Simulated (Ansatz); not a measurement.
Ansatz (an electronic-structure program) input (HF/STO-3G):

Ansatz 0.2 input:
```yaml
crystal:
  periodic: [false, false, false]
  atoms:
    - {symbol: Ge, position_ang: [-0.00000000, -0.00000000, -1.13240800]}
    - {symbol: Ge, position_ang: [0.00000000, 0.00000000, 1.05062600]}
    - {symbol: H, position_ang: [0.00000000, 0.00000000, 2.61704200]}
basis:
  gaussian:
    orbitals: STO-3G
hamiltonian:
  xc: {name: HF}
total_charge: -1
relax: {f_tol: 0.003, max_steps: 120}
```

Output:

```
Functional definition: HF
integrals: 0.00 GiB planned
382 factors; integrals over basis functions are off by at most 1.1e-5 eV
mean field: 0.08 GiB planned
mean field evaluation 1: about -111669.1359 eV, gradient 1.2e1 eV
mean field evaluation 2: about -111669.1463 eV, gradient 1.2e1 eV
mean field evaluation 4: about -111669.9710 eV, gradient 1.9e0 eV
mean field evaluation 8: about -111670.0034 eV, gradient 3.5e-3 eV
mean field -111670.00336025 eV, -4103.7969308423 hartree, gradient 1.7e-5 eV, S^2 0.000000; 0 other end points of the search recorded, 0 dependent functions left out
the calculation of the forces begins
reference -111670.00336025 eV, -4103.7969308423 hartree; 33, 33 occupied and 4, 4 virtual orbitals, 382 factors
relax step   1: F+E_penalty+E_count = -111670.00336025 eV  Δ(F+E_penalty+E_count) = +0.000e0 eV  max|allowed force component| = 8.169e0 eV/Å  Δτ_max = 0.0000 Å  (32 SCF iters, accepted)
these checks for a lower state are left out or cut short: starts, cluster_reference, orbital_swaps, neighbouring_geometries, increment
integrals: 0.00 GiB planned
382 factors; integrals over basis functions are off by at most 1.1e-5 eV
mean field: 0.08 GiB planned
mean field evaluation 16: about -111671.7557 eV, gradient 5.0e-1 eV
mean field -111671.76853397 eV, -4103.8617997799 hartree, gradient 1.6e-5 eV, S^2 0.000000; 0 other end points of the search recorded, 0 dependent functions left out
the calculation of the forces begins
reference -111671.76853397 eV, -4103.8617997799 hartree; 33, 33 occupied and 4, 4 virtual orbitals, 382 factors
relax step   2: F+E_penalty+E_count = -111671.76853397 eV  Δ(F+E_penalty+E_count) = -1.765e0 eV  max|allowed force component| = 2.593e0 eV/Å  Δτ_max = 0.1974 Å  (27 SCF iters, accepted)
these checks for a lower state are left out or cut short: starts, cluster_reference, orbital_swaps, neighbouring_geometries, increment
integrals: 0.00 GiB planned
382 factors; integrals over basis functions are off by at most 1.3e-5 eV
mean field: 0.08 GiB planned
mean field -111671.89675156 eV, -4103.8665116895 hartree, gradient 1.1e-5 eV, S^2 0.000000; 0 other end points of the search recorded, 0 dependent functions left out
the calculation of the forces begins
reference -111671.89675156 eV, -4103.8665116895 hartree; 33, 33 occupied and 4, 4 virtual orbitals, 382 factors
relax step   3: F+E_penalty+E_count = -111671.89675156 eV  Δ(F+E_penalty+E_count) = -1.282e-1 eV  max|allowed force component| = 3.089e0 eV/Å  Δτ_max = 0.1078 Å  (28 SCF iters, accepted)
these checks for a lower state are left out or cut short: starts, cluster_reference, orbital_swaps, neighbouring_geometries, increment
integrals: 0.00 GiB planned
382 factors; integrals over basis functions are off by at most 1.1e-5 eV
mean field: 0.08 GiB planned
mean field evaluation 32: about -111671.9723 eV, gradient 2.0e-2 eV
mean field -111671.97233447 eV, -4103.8692893103 hartree, gradient 1.2e-5 eV, S^2 0.000000; 0 other end points of the search recorded, 0 dependent functions left out
the calculation of the forces begins
reference -111671.97233447 eV, -4103.8692893103 hartree; 33, 33 occupied and 4, 4 virtual orbitals, 382 factors
relax step   4: F+E_penalty+E_count = -111671.97233447 eV  Δ(F+E_penalty+E_count) = -7.558e-2 eV  max|allowed force component| = 2.071e-1 eV/Å  Δτ_max = 0.0361 Å  (28 SCF iters, accepted)
these checks for a lower state are left out or cut short: starts, cluster_reference, orbital_swaps, neighbouring_geometries, increment
integrals: 0.00 GiB planned
382 factors; integrals over basis functions are off by at most 1.1e-5 eV
mean field: 0.08 GiB planned
mean field -111671.97295255 eV, -4103.8693120243 hartree, gradient 1.1e-5 eV, S^2 0.000000; 0 other end points of the search recorded, 0 dependent functions left out
the calculation of the forces begins
reference -111671.97295255 eV, -4103.8693120243 hartree; 33, 33 occupied and 4, 4 virtual orbitals, 382 factors
relax step   5: F+E_penalty+E_count = -111671.97295255 eV  Δ(F+E_penalty+E_count) = -6.181e-4 eV  max|allowed force component| = 9.788e-3 eV/Å  Δτ_max = 0.0040 Å  (22 SCF iters, accepted)
these checks for a lower state are left out or cut short: starts, cluster_reference, orbital_swaps, neighbouring_geometries, increment
integrals: 0.00 GiB planned
382 factors; integrals over basis functions are off by at most 1.1e-5 eV
mean field: 0.08 GiB planned
mean field -111671.97295389 eV, -4103.8693120736 hartree, gradient 6.0e-6 eV, S^2 0.000000; 0 other end points of the search recorded, 0 dependent functions left out
the calculation of the forces begins
reference -111671.97295389 eV, -4103.8693120736 hartree; 33, 33 occupied and 4, 4 virtual orbitals, 382 factors
relax step   6: F+E_penalty+E_count = -111671.97295389 eV  Δ(F+E_penalty+E_count) = -1.342e-6 eV  max|allowed force component| = 3.800e-5 eV/Å  Δτ_max = 0.0002 Å  (16 SCF iters, accepted)
integrals: 0.00 GiB planned
382 factors; integrals over basis functions are off by at most 1.1e-5 eV
mean field: 0.08 GiB planned
mean field -111671.97295389 eV, -4103.8693120736 hartree, gradient 1.1e-5 eV, S^2 0.000000; 1 other end points of the search recorded, 0 dependent functions left out
the calculation of the forces begins
reference -111671.97295389 eV, -4103.8693120736 hartree; 33, 33 occupied and 4, 4 virtual orbitals, 382 factors
Total energy: -111671.97295389 eV, -4103.8693120736 hartree
Atom 0 at    -0.000000     0.000000    -0.861080 Å, force    -0.000000     0.000000    -0.000040 eV/Å
Atom 1 at    -0.000000    -0.000000     0.998811 Å, force     0.000000    -0.000000     0.000035 eV/Å
Atom 2 at     0.000000     0.000000     2.397529 Å, force    -0.000000    -0.000000     0.000005 eV/Å
Dipole moment:     0.000000     0.000000     0.195699 e Å
```

The dipole moment of an ion depends on the origin.

The geometry given is a B3LYP-D3(BJ)/def2-TZVP minimum.
